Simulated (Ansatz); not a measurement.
Computed with Ansatz on PBE0-D4/def2-TZVP structures; ΔE is electronic, products minus reactants. CCSD(T)/CBS adds triple-zeta CCSD(T) − MP2 to the extrapolated MP2 energy (def2 sets, frozen cores). This one scheme is used for every species. Each species was taken in one conformer, which may not be the lowest.

`COB(C)F` + H₂O → `COB(C)O` + H–F  (formal hydrolysis of a B–F bond)

```csv
level,ΔE (kJ/mol)
CCSD(T)/def2-TZVPP,13.4
MP2/def2-QZVPP,11.5
```

(1) What does CCSD(T)/CBS give? (Estimate.)

Largest T1 diagnostic among the species: 0.012.

Results:

(1) Computed: +13.8 kJ/mol. The listed levels differ from it by -0.4, -2.3 kJ/mol.

Leaving LDA and LC-ωPBE aside and taking each functional with its dispersion term where it has one, the values, not all of them listed here, spread over 6.8 kJ/mol, from revPBE-D4 to B97M-V. LDA lies −4.3 kJ/mol from PBE without D4. In def2-TZVPP, CCSD(T) changes the Hartree–Fock value by −9.5 kJ/mol (the triples alone add −1.3 kJ/mol) and MP2 by −11.9 kJ/mol.
